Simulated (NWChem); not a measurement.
Species: CH$_{5}$S cation; SMILES C[SH2+]

```xyz
7

C     -0.0098     1.2132     0.0000
S     -0.0719    -0.6003     0.0000
H     -0.5548     1.5351     0.8983
H     -0.5548     1.5351    -0.8983
H      1.0250     1.5761     0.0000
H      0.8078    -0.8842     0.9987
H      0.8078    -0.8842    -0.9987
```
Atoms are numbered in this order, from 1.

Computed with NWChem. Pople sets run with spherical d functions. Structure relaxed at the PBE0/def2-SVP level. Vzz is the largest principal value of the second derivative of the potential at the nucleus (NWChem prints the opposite sign); η is the asymmetry. Non-relativistic.

```
level                 Vzz S2 (a.u.)  η S2
--------------------  -------------  ----
PBE/def2-TZVP                -1.835  0.06
PBE/cc-pVTZ                       …  0.03
Hartree-Fock/cc-pVTZ         -1.947  0.14
Hartree-Fock/6-31G*          -1.833  0.11
```

Problem. Complete the blanks.

Solution. 
- PBE/cc-pVTZ, Vzz S2 (a.u.): -1.649
